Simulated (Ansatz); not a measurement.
One change: `COBF` becomes `COB(C)F`.

Ansatz, PBE0-D4/def2-TZVP geometries, multiplicity 1. Each molecule was computed in one conformer, which needn't be the lowest.

| property | `COBF` |
| --- | --- |
| HOMO–LUMO gap (PBE/def2-TZVPP) / eV | 7.14 |
| HOMO–LUMO gap (B3LYP/def2-TZVPP) / eV | 9.16 |
| size of the dipole moment (PBE/def2-TZVPP) / D | 2.42 |
| HOMO energy (ωB97M-V/def2-TZVPP) / eV | -11.71 |
| LUMO energy (B3LYP/def2-TZVPP) / eV | 0.10 |
| size of the dipole moment (ωB97M-V/def2-TZVPP) / D | 2.54 |

Q: Give the same properties after the change, and the shifts. (Estimate.)

A: Ansatz gave: 
```
                                          property  `COB(C)F`  shift
               HOMO–LUMO gap (PBE/def2-TZVPP) / eV       7.40   0.26
             HOMO–LUMO gap (B3LYP/def2-TZVPP) / eV       9.27   0.11
    size of the dipole moment (PBE/def2-TZVPP) / D       2.65   0.23
             HOMO energy (ωB97M-V/def2-TZVPP) / eV     -11.42   0.29
               LUMO energy (B3LYP/def2-TZVPP) / eV       0.49   0.39
size of the dipole moment (ωB97M-V/def2-TZVPP) / D       2.77   0.23
```

With PBE0 the HOMO rises by 0.30 eV and the LUMO rises by 0.45 eV, so the gap widens by about 0.15 eV. PBE moves the HOMO by 0.31 eV and ωB97M-V by 0.29 eV. Dipoles are sizes alone; their direction can turn.

B3LYP here is the variant with VWN-RPA as its local correlation; programs differ in this.
